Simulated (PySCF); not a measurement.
**What settings do to a single point of W6**

The sound run of W6 (triplet) uses PySCF 2.14.0, UKS PBE, W def2-SVP with ECP60; non-relativistic Hamiltonian with scalar-relativistic core potentials where named; density fitting; no spin-orbit coupling, grid (50, 194), threshold 1e-8 Eh and 55 cycles, at the relaxed geometry:

```xyz
6

W     1.8090   -0.0002    0.0000
W     0.0002    1.7540   -0.0003
W    -1.8090    0.0002    0.0000
W    -0.0002   -1.7540    0.0003
W     0.0000    0.0003    1.8089
W     0.0000   -0.0003   -1.8089
```

There W1 has a Mulliken charge of -0.03 e and the dipole about the centre of mass is 0.00 D. Each run below changes one thing and starts from free metal ions and neutral atoms unless it says otherwise; with 55 cycles, smearing, a level shift and second-order steps follow where DIIS fails, and their cycles count. Energy shifts count from the sound run.

```json
{"change": "grid (99, 590)", "outcome": "converged", "cycles": "20", "energy shift (eV)": "-0.0009", "largest force component (eV/Å)": "0.02", "charge on W1 (e)": "-0.03", "dipole about the centre of mass (D)": "0.00"}
{"change": "threshold 1e-05", "outcome": "converged", "cycles": "14", "energy shift (eV)": "0.0008", "largest force component (eV/Å)": "0.01", "charge on W1 (e)": "-0.04", "dipole about the centre of mass (D)": "0.19"}
{"change": "cycle limit 8", "outcome": "not converged", "cycles": "8", "energy shift (eV)": "–", "largest force component (eV/Å)": "–", "charge on W1 (e)": "–", "dipole about the centre of mass (D)": "–"}
```

(1) How does the run with this change end: start from the bare core Hamiltonian, limit 96 cycles?

Started from ions, an open shell can land on another state than the sound run's, and that then enters the shifts.

Forces carry noise of the integration grid, about 0.01 to 0.03 eV/Å.

No frequency check is given that shows the relaxed geometry to be a minimum. Open shells may have lower solutions than the one found.

Results:

(1) outcome converged, cycles 47, energy shift (eV) 0.0000, largest force component (eV/Å) 0.01, charge on W1 (e) -0.03, dipole about the centre of mass (D) 0.01.
